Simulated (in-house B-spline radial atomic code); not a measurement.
Inner levels of praseodymium as electrons are removed. A shift is the extra binding of the orbital against the neutral atom ([Xe] 4f5/2(3) 6s2). The density at the nucleus is averaged over the nuclear charge. Computed with a radial B-spline atomic code at the basis-set limit: Dirac-Hartree-Fock, jj configuration that fills j = l - 1/2 first, finite nuclei.

A number in brackets counts the electrons of a j subshell.

```
  ion           configuration  shift of 3d5/2 (eV)  shift of 2p1/2 (eV)  shift of 2s1/2 (eV)  radius of 3d5/2 (bohr)  radius of 2p1/2 (bohr)  radius of 2s1/2 (bohr)  Σ<r²> (bohr²)  change of density at nucleus (bohr⁻³)
Pr30+           [Ar] 3d10 4s1              1014.68              1074.95              1069.49                  0.2416                 0.08594                 0.10224         1.7427                                -464.89
Pr31+               [Ar] 3d10              1068.43              1133.75              1126.91                 0.24105                 0.08592                 0.10223         1.4008                               -1816.13
Pr32+  [Ar] 3d3/2(4) 3d5/2(5)              1160.77               1247.8              1238.47                 0.23846                0.085873                 0.10216         1.3098                               -1628.28
Pr33+  [Ar] 3d3/2(4) 3d5/2(4)              1254.67              1364.07              1352.11                 0.23593                0.085823                 0.10208         1.2225                               -1434.73
Pr34+  [Ar] 3d3/2(4) 3d5/2(3)                    ?                    ?                    ?                       ?                       ?                       ?              ?                                      ?
Pr35+  [Ar] 3d3/2(4) 3d5/2(2)                    ?                    ?                    ?                       ?                       ?                       ?              ?                                      ?
Pr36+  [Ar] 3d3/2(4) 3d5/2(1)              1545.57              1726.16              1705.38                  0.2287                0.085654                 0.10184        0.98082                                -819.72
```

Q: Fill in the row of Pr34+.

A: shift of 3d5/2 (eV): 1350.1; shift of 2p1/2 (eV): 1482.56; shift of 2s1/2 (eV): 1467.82; radius of 3d5/2 (bohr): 0.23346; radius of 2p1/2 (bohr): 0.08577; radius of 2s1/2 (bohr): 0.10201; Σ<r²> (bohr²): 1.1386; change of density at nucleus (bohr⁻³): -1235.46.

Q: Fill in the row of Pr35+.

A: shift of 3d5/2 (eV): 1447.07; shift of 2p1/2 (eV): 1603.26; shift of 2s1/2 (eV): 1585.58; radius of 3d5/2 (bohr): 0.23105; radius of 2p1/2 (bohr): 0.085713; radius of 2s1/2 (bohr): 0.10192; Σ<r²> (bohr²): 1.0582; change of density at nucleus (bohr⁻³): -1030.46.
